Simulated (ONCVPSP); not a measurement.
# u(r) = r·R(r): atom against pseudo-atom (niobium)

Columns: radius, all-electron u(r) and pseudo u(r) of the 4s shell (level -58.79 eV) of niobium in the configuration [Ar] 3d10 4s2 4p6 4d4 5s0.75 5p0.25; LDA (Perdew-Wang 92), scalar-relativistic, ONCV scheme, ONCVPSP 4.0.1.

| r (bohr) | all-electron | pseudo |
| --- | --- | --- |
| 0.118 | 0.3584 | 0.1605 |
| 0.235 | -0.3164 | 0.3158 |
| 0.353 | -0.5729 | 0.4654 |
| 0.470 | -0.2549 | 0.6039 |
| 0.588 | 0.2345 | 0.7287 |
| 0.705 | 0.6497 | 0.8306 |
| 0.822 | 0.9199 | 0.9038 |
| 0.940 | 1.0518 | 0.9449 |
| 1.058 | 1.0750 | 0.9528 |
| 1.175 | 1.0272 | 0.9297 |
| 1.292 | 0.9391 | 0.8783 |
| 1.410 | 0.8313 | 0.8021 |
| 1.528 | 0.7191 | 0.7089 |
| 1.645 | 0.6123 | 0.6100 |
| 1.763 | 0.5138 | 0.5135 |
| 1.880 | 0.4274 | 0.4273 |
| 1.998 | 0.3521 | 0.3520 |
| 2.115 | 0.2886 | 0.2886 |
| 2.232 | 0.2354 | 0.2353 |
| 2.350 | 0.1907 | 0.1907 |
| 2.468 | 0.1540 | 0.1540 |
| 2.585 | 0.1242 | 0.1242 |
| 2.702 | 0.0999 | 0.0999 |
| 2.820 | 0.0800 | 0.0800 |
| 2.938 | 0.0639 | 0.0639 |
| 3.055 | 0.0511 | 0.0511 |

(1) How many radial nodes do the two functions have?

(2) At about which radius was the pseudo-wave matched?

(3) Is the pseudo-wave norm-conserving?

Answers

(1) The all-electron 4s function has n − l − 1 = 3 (the table is too coarse to show those close to the nucleus); the pseudo-wave has 0, since the states of the same l below it are removed with the core.

(2) 2.00 bohr. The columns agree to 0.0005 from 1.76 bohr on; several derivatives are matched, so the curves merge somewhat inside the radius.

(3) Yes: the ONCV scheme keeps the norm inside the radius equal to the all-electron one, which fixes the energy derivative of the logarithmic derivative at the level.
